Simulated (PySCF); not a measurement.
B⁺ (boron, charge +1) across methods

[He] 2s1 3s1, high-spin 3S determinant (an excited configuration). Computed with PySCF 2.14 in aug-cc-pVDZ, with the non-relativistic Hamiltonian (point nucleus). The B2PLYP total includes its PT2 part (frozen core); its orbital energies are those of the SCF part.

| method | E (hartree) | mean ε 1s β (eV) | mean ε 2s α (eV) | mean ε 3s α (eV) | Σ⟨r²⟩ (bohr²) | ⟨S²⟩ |
| --- | --- | --- | --- | --- | --- | --- |
| M06-L | -23.7486 | -208.08 | -26.783 | -7.281 | 34.57 | 2.000 |
| UHF | -23.68953 | -232.79 | -31.865 | -8.649 | 32.85 | 2.000 |
| B2PLYP | -23.7359 | -220.01 | -29.384 | -7.882 | 32.46 | 2.000 |
| r2SCAN | -23.7420 | -207.62 | -26.961 | -7.168 | 32.78 | 2.000 |
| LC-wPBE | -23.7197 | -210.43 | -31.140 | -8.958 | 32.69 | 2.000 |
| PBE0 | -23.7229 | -211.64 | -28.052 | -7.663 | 32.44 | 2.000 |
| LDA | -23.4585 | -201.87 | -26.363 | -7.192 | 32.07 | 2.000 |
| PBE | -23.7135 | -204.31 | -26.647 | -7.232 | 32.24 | 2.000 |
| B3LYP | -23.7562 | -210.75 | -27.732 | -7.469 | 32.15 | 2.000 |

The outer electron is Rydberg-like, and this basis confines it to a smaller radius and binds it less than a complete one would.
